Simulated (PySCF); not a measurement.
Computed IR spectrum (relative IR intensity) of a molecule C₃H₉Ga. Geometry: PBE0-D3(BJ)/def2-SVP. One conformer was computed; it need not be the lowest. These are PBE0-D3(BJ)/def2-SVP run with PySCF values and carry that method's errors. Frequencies are harmonic and unscaled.

Lines under 2 % of the strongest are left out, and lines within 2 cm⁻¹ are merged.

ν (cm⁻¹): 448 (m), 487 (w), 635 (w), 671 (m), 759 (vs), 782 (vw), 983 (w), 1058 (vw), 1105 (w), 1349 (w), 1393 (vw), 1466 (vw), 1946 (vs), 1951 (vs), 3027 (vw), 3044 (w), 3047 (w), 3093 (w), 3137 (w), 3142 (w) (against the strongest line: vs over 80 %, s over 45 %, m over 15 %, w over 4 %, vw less)

Q: Identify the compound among the candidates.
(A) C[CH](C)[GaH2]
(B) CC[CH2][GaH2]
(C) C[CH2][GaH][CH3]
(D) [CH3][Ga]([CH3])[CH3]

A: B, CC[CH2][GaH2]
